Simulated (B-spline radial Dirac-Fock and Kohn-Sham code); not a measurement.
Two-hole binding energies of Gd²⁸⁺

System: gadolinium as Gd²⁸⁺, configuration [Ar] 3d10 4s2 4p6.

Input file task.json (cfg lists n, l and occupation; rrms is the nuclear radius in fm):

```json
{"items": [{
  "Z": 64,
  "q": 28,
  "cfg": [[1, 0, 2], [2, 0, 2], [2, 1, 6], [3, 0, 2], [3, 1, 6], [3, 2, 10], [4, 0, 2], [4, 1, 6]],
  "A": 158,
  "rrms": 5.1569,
  "do": ["binding", "quiet", "double"]
}]}
```

Command: `python xray_run.py task.json out`

Calculated with a B-spline atomic structure program, using Dirac-Fock (average of configuration) total-energy differences with a finite nucleus, the Breit interaction including its frequency dependence, and self-energy and vacuum-polarisation corrections. U is the two-hole binding energy less the two single-hole energies, the effective repulsion of the holes after relaxation. Each two-hole energy is an average over J within one jj subconfiguration.

```csv
holes,E(a) (eV),E(b) (eV),E(ab) (eV),U (eV)
1s⁻²,51243.7,51243.7,103651.7,1164.4
1s⁻¹ 2p1/2⁻¹,51243.7,8937.5,60549.1,367.9
1s⁻¹ 3p1/2⁻¹,51243.7,2659.5,54039.3,136.2
1s⁻¹ 3d3/2⁻¹,51243.7,2186.6,53552.7,122.5
1s⁻¹ 3d5/2⁻¹,51243.7,2155.1,53518.7,119.9
2s⁻²,9386.5,9386.5,?,?
2p1/2⁻²,8937.5,8937.5,18146.5,271.6
2s⁻¹ 3p1/2⁻¹,9386.5,2659.5,12160.9,114.9
2s⁻¹ 3p3/2⁻¹,9386.5,2512.1,12008.9,110.3
2p1/2⁻¹ 3s⁻¹,8937.5,2851.4,11900.7,111.8
2p1/2⁻¹ 3p3/2⁻¹,8937.5,2512.1,11563.6,114.0
2p1/2⁻¹ 3d5/2⁻¹,8937.5,2155.1,11213.3,120.7
3p1/2⁻¹ 3p3/2⁻¹,2659.5,2512.1,5259.0,87.3
3d3/2⁻²,2186.6,2186.6,4470.9,97.8
```

Question: Give the missing two-hole energy and U.

Answer: E(ab) = 18994.9 eV and U = 221.9 eV.
